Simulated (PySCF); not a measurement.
**How methods differ on the ionisation energy of N⁺**

N⁺ [He] 2s2 2p2 (3P) → N²⁺ [He] 2s2 2p1 (2P), as a difference of total energies. All numbers are calculated (PySCF 2.14, the non-relativistic Hamiltonian (point nucleus), in def2-QZVPPD (8s4p4d2f1g, 63 functions)). Correlated levels: valence: 1s2 frozen; valence and next inner shell: nothing frozen. The calculations carry no spin-orbit coupling.

Question: Order these methods by the ionisation energy they give, lowest first.
A. r2SCAN
B. UHF
C. SCS-MP2 (valence)
D. MP2 (valence)

Answer: B (29.209 eV), C (29.525 eV), D (29.666 eV), A (30.139 eV).

Errors of the correlated levels include the incompleteness of this basis and the frozen core.

For comparison: 29.601 eV (semi-empirical (NIST evaluation); NIST Atomic Spectra Database, ionization energies).
